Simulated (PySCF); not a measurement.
## Field gradients at the hydrogen positions

Compound: C5H12O3Si.
Z-matrix (Å and degrees, GFN2-xTB geometry), rows numbered from 1:
```
C 
C   1  1.5249
C   2  1.5234  1  112.16
Si  3  1.9166  2  114.57  1  -176.24
O   3  1.4469  2  107.40  1    65.04
C   5  1.3190  3  116.35  2  -148.67
O   6  1.2009  5  126.36  3    -1.49
O   6  1.3392  5  108.83  3   178.38
C   8  1.4204  6  115.25  5   179.86
H   1  1.0884  2  110.54  3    60.73
H   1  1.0874  2  110.55  3  -179.05
H   1  1.0875  2  110.03  3   -59.15
H   2  1.0916  1  110.02  3  -120.38
H   2  1.0911  1  109.51  3   120.71
H   3  1.0959  2  109.49  1   -51.32
H   4  1.4639  3  107.25  2    63.67
H   4  1.4634  3  107.24  2   -55.93
H   4  1.4588  3  108.97  2  -175.47
H   9  1.0869  8  105.83  6   176.29
H   9  1.0921  8  110.49  6   -63.91
H   9  1.0919  8  110.46  6    56.48
```

Level: PBE0/pcSseg-1 (PySCF, non-relativistic); Q(2H) = 0.00286 b; rigid geometry, the same for H and D, with no vibrational averaging.

Problem. Rank these positions by the coupling χzz of a deuteron there, largest first.
A. H15 (methine hydrogen)
B. H11 (methyl hydrogen)
C. H16 (Si–H hydrogen)
D. H19 (methyl hydrogen)
E. H20 (methyl hydrogen)

Solution. B (213 kHz), D (206 kHz), E (199 kHz), A (191 kHz), C (109 kHz).

Problem. What are Vzz, η and χzz (234.96 MHz × Q × Vzz) at all hydrogens?

Solution. 
```tsv
atom	bonded to	bond length (Å)	Vzz (au)	η	χzz (kHz)
H10	C1	1.088	0.3132	0.03	210
H11	C1	1.087	0.3165	0.02	213
H12	C1	1.087	0.3124	0.01	210
H13	C2	1.092	0.3036	0.04	204
H14	C2	1.091	0.3029	0.03	204
H15	C3	1.096	0.2843	0.10	191
H16	Si4	1.464	0.1625	0.01	109
H17	Si4	1.463	0.1630	0.01	110
H18	Si4	1.459	0.1651	0.02	111
H19	C9	1.087	0.3066	0.08	206
H20	C9	1.092	0.2955	0.10	199
H21	C9	1.092	0.2951	0.11	198
```

Problem. Average by the element that carries the hydrogen.

Solution. on C: 204 kHz over 9 positions, mean bond length 1.090 Å; on Si: 110 kHz over 3 positions, mean bond length 1.462 Å.

Problem. How does χzz go with the bond length over the 9 C–H bonds?

Solution. A straight-line fit has a slope of -21.5 kHz for each 0.01 Å, with a correlation coefficient of -0.92, over lengths from 1.087 to 1.096 Å. The longer bonds have the smaller couplings here.

Isolated species at its GFN2-xTB geometry (one conformer only). GFN2-xTB bond lengths can be off by several hundredths of an ångström, more for odd bonds, and the gradients follow them. With so small a basis the couplings can be 20 % off.
